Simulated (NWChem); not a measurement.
Species: GaH₂O₂I; SMILES [OH][Ga]([OH])[I]

```xyz
6

Ga    -0.0040     1.1243     0.0000
I     -0.0025    -1.3634     0.0000
O     -1.5720     1.9913     0.0000
H     -1.4182     2.9561     0.0000
O      1.4940     2.1196     0.0000
H      2.2966     1.5646     0.0000
```
Atoms are numbered in this order, from 1.

Computed with NWChem. All runs use the structure optimised with PBE-D3(BJ)/def2-SVP (def2 core potentials past Kr).

Problem. Estimate the computed values for PBE/STO-3G (all-electron, non-relativistic). Quantities: highest occupied level (eV); orbital gap (eV); dipole (D).

Solution. The highest occupied level (eV) is -0.17 and the orbital gap (eV) comes out as 0.97. The dipole (D) is 2.60.
